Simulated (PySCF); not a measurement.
A side-by-side comparison of computed properties.

First species: C4H15BN2Si.
SMILES: `BCN(C)[SiH2]N(C)C`

Second species: C2H11OPSi2.
SMILES: `CCO[SiH2]P[SiH3]`

Levels: CAM-B3LYP/def2-SVPD for dipole moment, HOMO energy, LUMO energy, HOMO–LUMO gap, static isotropic polarisability and electronic spatial extent ⟨r²⟩ about the centre of nuclear charge; TDDFT CAM-B3LYP/def2-SVPD for lowest singlet excitation; TDA CAM-B3LYP/def2-SVPD for lowest triplet excitation (Tamm–Dancoff); ΔSCF CAM-B3LYP/def2-SVPD for vertical ionisation energy; PBE0-D3(BJ)/def2-SVP for rotational constant A and rotational constant C. Geometries: PBE0-D3(BJ)/def2-SVP. Each species is one conformer at its optimised geometry, gas phase, non-relativistic unless stated; the electronic structure was computed with PySCF and density fitting.

Dipoles, sizes and rotational constants follow the conformer. The torsions of the flexible species, by atom-mapped SMILES:
- `[BH2:1][CH2:2][N:3]([CH3:4])[SiH2:5][N:6]([CH3:7])[CH3:8]`: B1–C2–N3–C4 68°, C2–N3–Si5–N6 -142°, N3–Si5–N6–C7 -141°
- `[CH3:1][CH2:2][O:3][SiH2:4][PH:5][SiH3:6]`: C1–C2–O3–Si4 -94°, C2–O3–Si4–P5 157°, O3–Si4–P5–Si6 -31°

Values for the first species:

```
Dipole moment                                                     : 1.07 D
HOMO energy                                                       : -7.50 eV
LUMO energy                                                       : -0.26 eV
HOMO–LUMO gap                                                     : 7.24 eV
Lowest singlet excitation                                         : 3.96 eV
Lowest triplet excitation (Tamm–Dancoff)                          : 3.71 eV
Static isotropic polarisability                                   : 107.8 au
Vertical ionisation energy                                        : 8.03 eV
Electronic spatial extent ⟨r²⟩ about the centre of nuclear charge : 1564 bohr²
Rotational constant A                                             : 3.474 GHz
Rotational constant C                                             : 0.829 GHz
```

Q: Estimate the same properties for the second species, and the change in each.

A: 
| property | first | second | second less first |
| --- | --- | --- | --- |
| dipole moment | 1.07 D | 1.71 D | +0.64 D |
| HOMO energy | -7.50 eV | -8.64 eV | -1.14 eV |
| LUMO energy | -0.26 eV | 0.76 eV | +1.02 eV |
| HOMO–LUMO gap | 7.24 eV | 9.40 eV | +2.16 eV |
| lowest singlet excitation | 3.96 eV | 6.18 eV | +2.22 eV |
| lowest triplet excitation (Tamm–Dancoff) | 3.71 eV | 5.49 eV | +1.78 eV |
| static isotropic polarisability | 107.8 au | 111.9 au | +4.1 au |
| vertical ionisation energy | 8.03 eV | 9.33 eV | +1.30 eV |
| electronic spatial extent ⟨r²⟩ about the centre of nuclear charge | 1564 bohr² | 1433 bohr² | -131 bohr² |
| rotational constant A | 3.474 GHz | 2.511 GHz | -0.963 GHz |
| rotational constant C | 0.829 GHz | 0.838 GHz | +0.009 GHz |

On the first: The vertical singlet–triplet gap S1 − T1 is 0.25 eV (TDDFT singlet less Tamm–Dancoff triplet; S1: HOMO→LUMO, weight 0.84; T1: HOMO→LUMO, weight 0.81). No computed singlet falls in the visible range (750 to 380 nm, 1.65 to 3.26 eV); S1 lies 0.70 eV above its blue end.

On the second: In wavenumbers S1 is 49900 cm⁻¹ (1 eV = 8065.54 cm⁻¹). The principal polarisabilities are 92.6, 118.0 and 125.2 au; their mean is the isotropic value.
